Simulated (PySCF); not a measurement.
Predicted microwave data (PBE0-D3(BJ)/def2-SVP geometry optimisation, gas phase (PySCF)) for one isomer of C7H5FO2:

| Quantity | Value |
| --- | --- |
| Rotational constants | A = 2303, B = 1215, C = 795.5 MHz |
| Dipole components | \|μa\| = 1.64 D, \|μb\| = 0.40 D, \|μc\| = 0.00 D |
| Inertial defect | -0.01 u·Å² |
| κ | -0.44 |

**Question.** Which candidate fits, each taken in the one conformer that was computed?
A. `[O:1]=[C:2]([OH:3])[c:4]1[cH:5][cH:6][cH:7][cH:8][c:9]1[F:10]` with O1–C2–O3–H 0°, O1–C2–C4–C5 -1°
B. `[O:1]=[C:2]([OH:3])[c:4]1[cH:5][cH:6][c:7]([F:8])[cH:9][cH:10]1` with O1–C2–O3–H 0°, O1–C2–C4–C5 0°
C. `[O:1]=[C:2]([OH:3])[c:4]1[cH:5][cH:6][cH:7][c:8]([F:9])[cH:10]1` with O1–C2–O3–H 0°, O1–C2–C4–C5 -1°
D. `[CH:1]#[C:2][C:3]1=[CH:4][O:5][C:6]([CH2:7][F:8])=[CH:9][O:10]1` with O5–C6–C7–F8 179°

**Answer.** A. It is O=C(O)c1ccccc1F, an asymmetric top, point group Cs. The candidates at the same level (rigid rotor, commonest isotopes):

```csv
SMILES,A (MHz),B (MHz),C (MHz),μa (D),μb (D),μc (D),Δ (u·Å²),point group,rotor
C#CC1=COC(CF)=CO1,4625,707.3,616.7,0.36,1.58,0.18,-4.21,near Cs,near-prolate asymmetric top
O=C(O)c1ccccc1F,2303,1215,795.5,1.64,0.40,0.00,-0.01,Cs,asymmetric top
O=C(O)c1cccc(F)c1,2655,938.0,693.1,0.44,0.13,0.00,-0.01,Cs,asymmetric top
O=C(O)c1ccc(F)cc1,3882,776.4,647.0,0.09,1.41,0.00,0.00,Cs,near-prolate asymmetric top
```

`O=C(O)c1cccc(F)c1` has B 23 % too low; `C#CC1=COC(CF)=CO1` has A 101 % too high; `O=C(O)c1ccc(F)cc1` has A 69 % too high. In the right answer the mirror of this Cs structure is the ab plane, so μc vanishes by symmetry (the 0.02 D computed is a residue). No structure here is proved a minimum.
